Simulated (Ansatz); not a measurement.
The cluster Al₆Si₄, relaxed as a singlet with RKS r2SCAN-D4/def2-SVP in Ansatz, starting from packed atoms. Force threshold 0.03 eV/Å.

Another isomer (singlet) lies 0.33 eV lower at PBE0-D4/def2-TZVP; other spin states weren't run for this one.

Start:

```csv
atom,x (Å),y (Å),z (Å)
Al1,-3.357,1.326,0.078
Al2,2.789,-0.536,1.796
Al3,0.678,-0.132,0.706
Al4,0.882,1.465,2.629
Al5,-1.115,1.410,1.320
Al6,1.265,-1.728,-1.140
Si7,3.541,-0.416,-0.383
Si8,-1.518,0.064,-0.386
Si9,-2.497,-0.081,-2.552
Si10,-0.668,-1.373,-2.069
```

| step | energy (eV) | largest force component (eV/Å) | SCF passes |
| --- | --- | --- | --- |
| 1 | -71058.4861 | 3.091 | 47 |
| 2 | -71059.7476 | 1.510 | 44 |
| 3 | -71060.2996 | 0.583 | 38 |
| 4 | -71060.5643 | 0.655 | 35 |
| 5 | -71060.8024 | 0.575 | 31 |
| 6 | -71061.0035 | 0.640 | 29 |
| 7 | -71061.1443 | 0.555 | 32 |
| 8 | -71061.2519 | 0.285 | 31 |
| 9 | -71061.3353 | 0.200 | 31 |
| 10 | -71061.4124 | 0.223 | 33 |
| 11 | -71061.4840 | 0.164 | 27 |
| 13 | -71061.6371 | 0.143 | 31 |
| 15 | -71061.6963 | 0.103 | 25 |
| 17 | -71061.7222 | 0.074 | 24 |
| 19 | -71061.7566 | 0.135 | 25 |
| 21 | -71061.8046 | 0.154 | 24 |
| 23 | -71061.9430 | 0.225 | 25 |
| 25 | -71062.1724 | 0.143 | 30 |
| 27 | -71062.3435 | 0.296 | 30 |
| 29 | -71062.6258 | 0.228 | 30 |
| 31 | -71062.9296 | 0.195 | 29 |
| 33 | -71063.0836 | 0.228 | 31 |
| 35 | -71063.1024 | 0.056 | 24 |
| 37 | -71063.1123 | 0.072 | 29 |
| 39 | -71063.1500 | 0.303 | 31 |
| 41 | -71063.1991 | 0.143 | 25 |
| 43 | -71063.2104 | 0.049 | 26 |
| 44 | -71063.2109 | 0.017 | 27 |

Force components are those of the run's own axes.

End:

Cartesian coordinates in Å:
```
Al -1.0254 -0.9574 1.2886
Al 1.0434 -0.0703 2.4530
Al 1.0798 0.5216 -0.2035
Al 1.5055 2.3430 1.7872
Al -0.9127 1.8008 1.1445
Al -0.0938 -1.7383 -1.1261
Si 1.4487 -1.9663 0.7435
Si -1.5617 0.4160 -0.7499
Si -1.7436 -0.8270 -2.7878
Si 0.2597 0.4779 -2.5496
```

Bonds formed: Al1–Al2, Al1–Al6, Al1–Si7, Al3–Si7, Al3–Si10, Al6–Si8, Al6–Si9 (atoms count from 1).

No frequencies were taken in this run, so the end may be a saddle point.

It took 5.6 min on 4 threads of Arm Neoverse V2 on a shared host.
